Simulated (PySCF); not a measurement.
Computed IR spectrum (relative IR intensity) of a molecule CH6ClNSi3. Coordinates come from a PBE0-D3(BJ)/def2-SVP optimisation. One conformer was computed; it need not be the lowest. Computed with PBE0-D3(BJ)/def2-SVP in PySCF. Frequencies are harmonic and unscaled.

Lines under 2 % of the strongest are left out, and lines within 2 cm⁻¹ are merged.

ν (cm⁻¹): 138 (vw), 270 (vw), 309 (vw), 359 (w), 453 (w), 483 (w), 559 (s), 597 (w), 612 (w), 690 (m), 724 (w), 756 (vw), 771 (s), 813 (vs), 890 (m), 896 (m), 921 (s), 1323 (w), 1714 (m), 2226 (m), 2232 (s), 2242 (m), 2245 (w), 2251 (s), 3016 (m) (against the strongest line: vs over 80 %, s over 45 %, m over 15 %, w over 4 %, vw less)

### Question
Pick the molecule that these values belong to.
A) [SiH3][Si@]1(Cl)N=C[SiH2]1
B) [SiH3][Si@@H]1C=N[Si@@H]1Cl
C) Cl[SiH2][Si@@H]1N=C[SiH2]1
D) Cl[Si@H]1C=N[SiH2][SiH2]1

### Answer
D, Cl[Si@H]1C=N[SiH2][SiH2]1
